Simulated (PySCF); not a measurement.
Working out the ionisation energy of Zn

Zn [Ar] 3d10 4s2 (1S) → Zn+ [Ar] 3d10 4s1 (2S). Calculation: PySCF 2.14, in aug-cc-pVDZ-DK; scalar relativity by spin-free X2C-1e. Frozen: [Ar]. Energies in hartree (1 hartree = 27.21139 eV):

| part | Zn (lower) | Zn+ (upper) |
| --- | --- | --- |
| UHF | -1794.266493 | -1793.980412 |
| MP2 opposite-spin | -0.298380 | -0.259297 |
| MP2 same-spin | -0.169524 | -0.158687 |

What does Hartree-Fock give?

(-1793.980412) − (-1794.266493) = 0.286081 hartree = 7.785 eV.

What do MP2 and SCS-MP2 (6/5 opposite-spin, 1/3 same-spin) give?

The opposite-spin parts differ by 1.064 eV and the same-spin parts by 0.295 eV. MP2: 7.785 + (1.064) + (0.295) = 9.144 eV. SCS-MP2: 7.785 + 1.2 × (1.064) + (0.295)/3 = 9.160 eV.

Measured between the centres of the two terms (NIST): 9.394 eV, so MP2 (valence) is off by -0.250 eV.

A double-zeta basis recovers only part of the correlation energy.

What remains against the reference includes basis incompleteness, the frozen core and correlation beyond second order.
